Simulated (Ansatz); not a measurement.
Frontier orbitals of CH₅SSb (`[CH3][SbH][SH]`).

Cartesian coordinates in Å:
```
C 0.1830 1.1396 0.1115
Sb 1.0525 -0.7922 0.5078
S -1.0270 -2.0227 0.7565
H -0.2636 1.5130 1.0326
H -0.5787 1.0671 -0.6632
H 0.9705 1.8230 -0.2116
H 1.2577 -1.1494 -1.1566
H -1.5944 -1.5784 -0.3770
```

Total charge 0; spin multiplicity 1. Correlated methods include outer-core shells of Sb, which these sets cover unevenly. Sb takes the def2 core potential. The structure was optimised at the PBE0-D4/def2-TZVP level. It is one conformer, not always the lowest. Basis def2-TZVPP, Ansatz 0.2.0.

```json
{"functional": "PBE", "HOMO (eV)": "-5.92", "LUMO (eV)": "-1.68", "gap (eV)": "4.24"}
{"functional": "revPBE", "HOMO (eV)": "-5.87", "LUMO (eV)": "-1.59", "gap (eV)": "4.28"}
{"functional": "r2SCAN", "HOMO (eV)": "-6.20", "LUMO (eV)": "-1.46", "gap (eV)": "4.74"}
{"functional": "PBE0", "HOMO (eV)": "-7.13", "LUMO (eV)": "-0.90", "gap (eV)": "6.23"}
{"functional": "HSE06 (plane-wave form)", "HOMO (eV)": "-6.73", "LUMO (eV)": "-1.27", "gap (eV)": "5.46"}
{"functional": "CAM-B3LYP", "HOMO (eV)": "-8.42", "LUMO (eV)": "0.04", "gap (eV)": "8.46"}
{"functional": "ωB97M-V", "HOMO (eV)": "-9.28", "LUMO (eV)": "0.82", "gap (eV)": "10.10"}
```

A quarter of exact exchange (PBE0) shifts PBE's HOMO by −1.21 eV and its LUMO by +0.78 eV; full exchange at long range (ωB97M-V) shifts them by −3.36 and +2.50 eV. The gap opens from 4.24 to 10.10 eV, since occupied levels lose self-interaction and empty ones feel all the electrons. A positive LUMO is unbound and depends on the basis.
